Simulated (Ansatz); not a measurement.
Total energies of Cu(NH3)(NH2) (CuN₂H₅) from Ansatz at PBE-D4/def2-TZVPD, gas phase (1 Eh = 27.2114 eV = 2625.5 kJ/mol). The reference geometry is relaxed at r2SCAN-D4/def2-TZVP.

```
                 state   geometry  energy (Eh)
      charge 0 singlet  reference  -1752.74912
     charge -1 doublet  reference  -1752.73927
free Cu atom (doublet)          –  -1640.24452
 free N atom (quartet)          –    -54.53224
 free H atom (doublet)          –     -0.49962
```

Work out the vertical electron affinity, to the doublet.

E(charge 0 singlet) − E(charge -1 doublet) = -1752.74912 − (-1752.73927) = -0.00985 Eh = -0.27 eV; negative, so the extra electron isn't bound.

What is the binding energy per atom against free atoms?

Atoms: 1 × (-1640.24452) + 2 × (-54.53224) + 5 × (-0.49962) = -1751.80710 Eh. Binding: -1751.80710 − (-1752.74912) = 0.94202 Eh = 25.63 eV, or 3.20 eV for each of 8 atoms (no zero-point energy, no counterpoise term).

At PBE-D4/def2-TZVPD the highest occupied level of the charge -1 doublet lies above zero (up to 2.04 eV). By energy differences it is unbound by 0.27 eV (vertical, to the charge 0 singlet, at PBE-D4/def2-TZVPD) and held by the finite basis.
